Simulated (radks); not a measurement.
The numbers below are computed, except where a source is named.
Ionisation of the dysprosium ion Dy+, [Xe] 4f10 6s1, to Dy2+, [Xe] 4f10, under several functionals. Dirac Kohn-Sham, spin-unpolarised, spherical densities, finite nucleus; open shells fill j = l - 1/2 first; a radial shooting solver on a logarithmic mesh with Libxc functionals.

[
 {"functional": "B86b exchange with PBE correlation", "E(Dy+) (hartree)": "-12168.0102", "Exc (hartree)": "-265.3576", "IE (eV)": "11.656", "-e(HOMO) (eV)": "8.867", "<r> HOMO (bohr)": "3.712", "IE error (eV)": "+0.009"},
 {"functional": "exchange-only PBE", "E(Dy+) (hartree)": "-12163.2154", "Exc (hartree)": "-260.4928", "IE (eV)": "11.318", "-e(HOMO) (eV)": "7.894", "<r> HOMO (bohr)": "0.8930", "IE error (eV)": "-0.329"},
 {"functional": "AM05", "E(Dy+) (hartree)": "-12159.3553", "Exc (hartree)": "-256.6214", "IE (eV)": "11.518", "-e(HOMO) (eV)": "8.788", "<r> HOMO (bohr)": "3.715", "IE error (eV)": "-0.129"},
 {"functional": "SOGGA", "E(Dy+) (hartree)": "-12162.4468", "Exc (hartree)": "-259.7375", "IE (eV)": "11.460", "-e(HOMO) (eV)": "8.698", "<r> HOMO (bohr)": "3.722", "IE error (eV)": "-0.187"},
 {"functional": "BLYP", "E(Dy+) (hartree)": "-12167.8181", "Exc (hartree)": "-265.1513", "IE (eV)": "11.798", "-e(HOMO) (eV)": "8.858", "<r> HOMO (bohr)": "0.8890", "IE error (eV)": "+0.151"},
 {"functional": "PBE", "E(Dy+) (hartree)": "-12166.9685", "Exc (hartree)": "-264.3045", "IE (eV)": "11.662", "-e(HOMO) (eV)": "8.839", "<r> HOMO (bohr)": "3.720", "IE error (eV)": "+0.015"},
 {"functional": "BP86", "E(Dy+) (hartree)": "-12168.6501", "Exc (hartree)": "-266.0023", "IE (eV)": "11.684", "-e(HOMO) (eV)": "9.030", "<r> HOMO (bohr)": "3.698", "IE error (eV)": "+0.037"}
]

NIST Atomic Spectra Database: 11.65 eV (semi-empirical). Closest: B86b exchange with PBE correlation. The Delta-SCF values span 0.48 eV, the total energies 9.29 hartree. The highest occupied level is 6s1/2. Spin polarisation and multiplet splitting are left out, so open shells lie too high by an amount that depends on their filling.

Beside tabulated values, note that spin-unpolarised runs miss the spin-polarisation part of the exchange energy of open shells.
